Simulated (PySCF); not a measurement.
CH4F2OSi (SMILES C[Si](O)(F)F), singlet, geometry from GFN2-xTB; B3LYP/6-31G, polarisability by finite fields (PySCF).

Input for PySCF:
```python
from pyscf import gto, scf, dft

mol = gto.Mole()
mol.atom = '''
    C     1.751348   -0.010039   -0.622427
    Si   -0.017049   -0.011850   -0.005908
    O    -0.877002   -1.114929   -0.791187
    F    -0.731724    1.418387   -0.128203
    F    -0.136128   -0.258294    1.574127
    H     2.229285   -0.968274   -0.444629
    H     2.336570    0.752944   -0.117402
    H     1.794888    0.187786   -1.688739
    H    -1.803446   -1.267734   -0.615768
'''
mol.basis = '6-31g'
mol.charge = 0
mol.spin = 0
mol.verbose = 4
mol.build()

mf = dft.RKS(mol)
mf.xc = 'b3lyp'
mf.conv_tol = 1e-11
mf.kernel()
h0, z, done = mf.get_hcore(), mol.intor('int1e_r')[2], []
def energy(F):
    f = mf.copy()
    f.scf_summary = {}
    f.get_hcore = lambda *a: h0 + F * z
    e = f.kernel(mf.make_rdm1())
    done.append(f.converged)
    return e
F = 2e-4
alpha = -(energy(F) + energy(-F) - 2 * mf.e_tot) / F**2
print('alpha_zz =', alpha)
```

**Question.** Predict the main parts of the log of this PySCF run.

**Answer.** 
```
PySCF version 2.14.0

[INPUT] verbose = 4
[INPUT] num. atoms = 9
[INPUT] num. electrons = 50
[INPUT] charge = 0
[INPUT] spin (= nelec alpha-beta = 2S) = 0
[INPUT] symmetry False subgroup None
[INPUT] Mole.unit = angstrom
[INPUT] Symbol           X                Y                Z      unit          X                Y                Z       unit  Magmom
[...]
nuclear repulsion = 262.000417529031
number of shells = 35
number of NR pGTOs = 150
number of NR cGTOs = 57
basis = 6-31g
ecp = {}

******** <class 'pyscf.dft.rks.RKS'> ********
method = RKS
initial guess = minao
damping factor = 0
level_shift factor = 0
DIIS = <class 'pyscf.scf.diis.CDIIS'>
diis_start_cycle = 1
diis_space = 8
diis_damp = 0
SCF conv_tol = 1e-11
SCF conv_tol_grad = None
SCF max_cycles = 50
direct_scf = True
direct_scf_tol = 1e-13
XC library pyscf.dft.libxc version 7.1.2
    S. Lehtola, C. Steigemann, M. J. T. Oliveira, and M. A. L. Marques,  SoftwareX 7, 1–5 (2018)
XC functionals = b3lyp
    P. J. Stephens, F. J. Devlin, C. F. Chabalowski, and M. J. Frisch,  J. Phys. Chem. 98, 11623 (1994)
radial grids:
    Treutler-Ahlrichs [JCP 102, 346 (1995); DOI:10.1063/1.469408] (M4) radial grids

becke partition: Becke, JCP 88, 2547 (1988); DOI:10.1063/1.454033
pruning grids: <function nwchem_prune>
grids dens level: 3
symmetrized grids: False
atomic radii adjust function: <function treutler_atomic_radii_adjust>
small_rho_cutoff = 0
Set gradient conv threshold to 3.16228e-06
Initial guess from minao.
tot grids = 115136
init E= -605.434566253117
[...]
cycle= 1 E= -604.736643188174  delta_E= 0.698  |g|= 1.07  |ddm|= 2.66
[...]
cycle= 2 E= -604.530871688998  delta_E= 0.206  |g|= 1.55  |ddm|= 2.04
[...]
cycle= 3 E= -604.950621904312  delta_E= -0.42  |g|= 0.0901  |ddm|= 1.17
[...]
cycle= 4 E= -604.952335796583  delta_E= -0.00171  |g|= 0.0387  |ddm|= 0.106
[...]
cycle= 5 E= -604.952637569091  delta_E= -0.000302  |g|= 0.00847  |ddm|= 0.0278
[...]
cycle= 6 E= -604.952650721907  delta_E= -1.32e-05  |g|= 0.00206  |ddm|= 0.00768
[...]
cycle= 7 E= -604.952651595365  delta_E= -8.73e-07  |g|= 0.000188  |ddm|= 0.00196
[...]
cycle= 8 E= -604.952651607352  delta_E= -1.2e-08  |g|= 1.87e-05  |ddm|= 0.00036
[...]
cycle= 9 E= -604.952651607485  delta_E= -1.33e-10  |g|= 2.05e-06  |ddm|= 3.6e-05
[...]
cycle= 10 E= -604.952651607484  delta_E= 1.48e-12  |g|= 4.89e-07  |ddm|= 2.3e-06
[...]
Extra cycle  E= -604.952651607484  delta_E= 2.27e-13  |g|= 7.48e-07  |ddm|= 9.05e-07
converged SCF energy = -604.952651607484

[...]
small_rho_cutoff = 0
Overwritten attributes  get_hcore  of <class 'pyscf.dft.rks.RKS'>
Set gradient conv threshold to 3.16228e-06
init E= -604.952558335244
[...]
cycle= 1 E= -604.952558734372  delta_E= -3.99e-07  |g|= 0.000811  |ddm|= 0.0038
[...]
cycle= 2 E= -604.952558568739  delta_E= 1.66e-07  |g|= 0.00135  |ddm|= 0.00183
[...]
cycle= 3 E= -604.952558878796  delta_E= -3.1e-07  |g|= 5.52e-05  |ddm|= 0.000928
[...]
cycle= 4 E= -604.952558879858  delta_E= -1.06e-09  |g|= 2.25e-05  |ddm|= 0.000103
[...]
cycle= 5 E= -604.952558879951  delta_E= -9.29e-11  |g|= 4.33e-06  |ddm|= 1.73e-05
[...]
cycle= 6 E= -604.952558879956  delta_E= -4.66e-12  |g|= 1.05e-06  |ddm|= 4.15e-06
[...]
Extra cycle  E= -604.952558879953  delta_E= 2.39e-12  |g|= 1.57e-06  |ddm|= 1.99e-06
converged SCF energy = -604.952558879953

******** <class 'pyscf.dft.rks.RKS'> ********
method = RKS
initial guess = minao
damping factor = 0
level_shift factor = 0
DIIS = <class 'pyscf.scf.diis.CDIIS'>
diis_start_cycle = 1
diis_space = 8
diis_damp = 0
SCF conv_tol = 1e-11
SCF conv_tol_grad = None
SCF max_cycles = 50
direct_scf = True
direct_scf_tol = 1e-13
XC library pyscf.dft.libxc version 7.1.2
    S. Lehtola, C. Steigemann, M. J. T. Oliveira, and M. A. L. Marques,  SoftwareX 7, 1–5 (2018)
XC functionals = b3lyp
    P. J. Stephens, F. J. Devlin, C. F. Chabalowski, and M. J. Frisch,  J. Phys. Chem. 98, 11623 (1994)
radial grids:
    Treutler-Ahlrichs [JCP 102, 346 (1995); DOI:10.1063/1.469408] (M4) radial grids

becke partition: Becke, JCP 88, 2547 (1988); DOI:10.1063/1.454033
pruning grids: <function nwchem_prune>
grids dens level: 3
symmetrized grids: False
atomic radii adjust function: <function treutler_atomic_radii_adjust>
small_rho_cutoff = 0
Set gradient conv threshold to 3.16228e-06
init E= -604.952744879728
[...]
cycle= 1 E= -604.952745279155  delta_E= -3.99e-07  |g|= 0.000809  |ddm|= 0.0038
[...]
cycle= 2 E= -604.952745114628  delta_E= 1.65e-07  |g|= 0.00134  |ddm|= 0.00182
[...]
cycle= 3 E= -604.95274542304  delta_E= -3.08e-07  |g|= 5.53e-05  |ddm|= 0.000925
[...]
cycle= 4 E= -604.952745424097  delta_E= -1.06e-09  |g|= 2.26e-05  |ddm|= 0.000103
[...]
cycle= 5 E= -604.952745424193  delta_E= -9.53e-11  |g|= 4.31e-06  |ddm|= 1.74e-05
[...]
cycle= 6 E= -604.952745424191  delta_E= 1.93e-12  |g|= 1.06e-06  |ddm|= 4.14e-06
[...]
Extra cycle  E= -604.952745424195  delta_E= -4.32e-12  |g|= 1.59e-06  |ddm|= 2e-06
converged SCF energy = -604.952745424195
alpha_zz = 27.22952103795251
```
